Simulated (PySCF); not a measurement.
Working out the excitation energy of Sb⁺

Sb⁺ [Kr] 4d10 5s2 5p2 (3P) → Sb⁺ [Kr] 4d10 5s1 5p3 (5S). Computed with PySCF 2.14 in aug-cc-pVTZ-PP with ECP28MDF (6s5p4d2f, 55 functions), with scalar relativity through the core potential. Frozen: 4s2 4p6 4d10. Energies in hartree (1 hartree = 27.21139 eV):

```
            part  Sb⁺ (lower)  Sb⁺ (upper)
             UHF  -238.962344  -238.810942
CCSD correlation    -0.059093    -0.021280
             (T)    -0.001435    -0.000253
```

What does Hartree-Fock give?

(-238.810942) − (-238.962344) = 0.151402 hartree = 4.120 eV.

What do CCSD and CCSD(T) give?

The CCSD correlation energies differ by 0.037813 hartree = 1.029 eV and the triples by 0.001182 hartree = 0.032 eV, so CCSD gives 5.149 eV and CCSD(T) 5.181 eV.

Measured between the centres of the two terms (NIST): 5.897 eV, so CCSD(T) (valence) is off by -0.716 eV.

What remains against the reference includes basis incompleteness, the frozen core and higher excitations.
